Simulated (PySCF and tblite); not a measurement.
Values are calculated unless marked as measured or tabulated.
C₈H₄N₂, numbered as in [CH2:1]=[C:2]1[CH:3]=[CH:4][C:5]([C:6]#[N:7])=[C:8]1[C:9]#[N:10].

Conformers came from 45 starts (ETKDG and KDG, MMFF94s, GFN2-xTB); geometries are GFN2-xTB. Free energies are B3LYP-D3(BJ)/def2-SVP (IEF-PCM, methanol) single points with GFN2-xTB rigid-rotor and vibrational terms (modes under about 100 cm⁻¹ blended into free rotors). Symmetry numbers and mirror images are counted. Conformers within 2.5 kcal/mol (GFN2-xTB free energy) were kept, 3 at most. GIAO shieldings: WP04/pcSseg-1 (IEF-PCM, methanol). Shifts are against TMS (¹H), TMS (¹³C) at the same level; of two unlike H on one atom, a is the less shielded. Run with PySCF (density fitting) and tblite.

**Question.** Predict the averaged NMR shifts at 298.15 K.

**Answer.** ¹H: 7.30 (H1a, 1H), 7.27 (H1b, 1H), 6.99 (H3, 1H), 6.91 (H4, 1H) ppm. ¹³C: 156.8 (C2), 152.9 (C1), 141.0 (C4), 139.6 (C3), 133.3 (C5), 120.8 (C8), 120.0 (C6), 119.4 (C9) ppm.

Shifts are unscaled: against experiment ¹³C can be off by 15 ppm or more and ¹H by 0.8 ppm.
